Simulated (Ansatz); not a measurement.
Reaction (redistribution): `C[O][Ge]([F])([Cl])[SeH]` + `N=C[SiH2]O` → `N=C[SiH2][SeH]` + `C[O][Ge]([OH])([F])[Cl]`

Gas-phase electronic energies from Ansatz, PBE0-D4/def2-TZVP geometries. CCSD(T)/CBS adds triple-zeta CCSD(T) − MP2 to the extrapolated MP2 energy (def2 sets, frozen cores). Functionals use def2-TZVPP. B3LYP here is the variant with VWN-RPA as its local correlation; programs differ in this. For Ge, Se outer-core shells are correlated without core-valence functions, which leaves a few kJ/mol of doubt a bond. Scalar relativity is left out up to krypton. Each species was taken in one conformer, which may not be the lowest.

`C[O][Ge]([F])([Cl])[SeH]`:

Cartesian coordinates in Å:
```
C -1.210 -1.177 -0.091
O 0.138 -0.748 -0.221
Ge 0.594 0.852 0.311
F -0.498 1.949 -0.461
Cl 0.249 1.131 2.395
Se 2.802 1.273 -0.216
H -1.518 -1.213 0.959
H -1.894 -0.526 -0.642
H -1.266 -2.183 -0.506
H 2.604 0.641 -1.529
```

`N=C[SiH2]O`:

Cartesian coordinates in Å:
```
N 0.275 1.545 -0.175
C -0.152 0.684 0.657
Si -0.149 -1.093 0.004
O 0.435 -0.965 -1.520
H 0.266 2.497 0.195
H -0.490 0.962 1.666
H -1.530 -1.643 0.028
H 0.711 -1.948 0.863
H 0.634 -0.038 -1.717
```

`N=C[SiH2][SeH]`:

Z-matrix (Å, degrees):
```
Si
C 1 1.885
Se 1 2.280 2 109.6
H 1 1.480 2 109.0 3 -123.5
H 1 1.486 2 110.3 3 113.5
N 2 1.269 1 118.7 3 115.6
H 2 1.101 1 118.6 3 -62.5
H 3 1.469 1 92.6 2 -63.1
H 6 1.023 2 111.7 1 -178.6
```

`C[O][Ge]([OH])([F])[Cl]`:

Z-matrix (Å, degrees):
```
C
O 1 1.420
H 1 1.094 2 111.5
H 1 1.090 2 107.1 3 119.0
H 1 1.094 2 111.4 3 -122.2
Ge 2 1.742 1 120.7 3 60.9
F 6 1.721 2 108.4 1 -57.0
O 6 1.739 2 108.6 1 -177.0
Cl 6 2.112 2 113.6 1 60.3
H 8 0.962 6 111.7 2 23.4
```

**Question.** Is it downhill or uphill in electronic energy at CCSD(T)/CBS, and by how much? (Best estimate.)

**Answer.** The calculation gave: Uphill: ΔE = +0.57 eV.

**Question.** What do these levels give: ωB97X-V, ωB97M-V, B2PLYP, r2SCAN, B3LYP, HF/def2-TZVPP, MP2/def2-TZVPP, SCS-MP2/def2-TZVPP, CCSD(T)/def2-TZVPP, HF/def2-QZVPP, MP2/CBS(def2), CCSD/CBS(def2)? (Estimate.)

**Answer.** Ansatz gave: ωB97X-V 0.57, ωB97M-V 0.61, B2PLYP 0.60, r2SCAN 0.59, B3LYP 0.62, HF/def2-TZVPP 0.53, MP2/def2-TZVPP 0.57, SCS-MP2/def2-TZVPP 0.56, CCSD(T)/def2-TZVPP 0.55, HF/def2-QZVPP 0.53, MP2/CBS(def2) 0.59, CCSD/CBS(def2) 0.57 eV.

Largest T1 diagnostic among the species: 0.012.
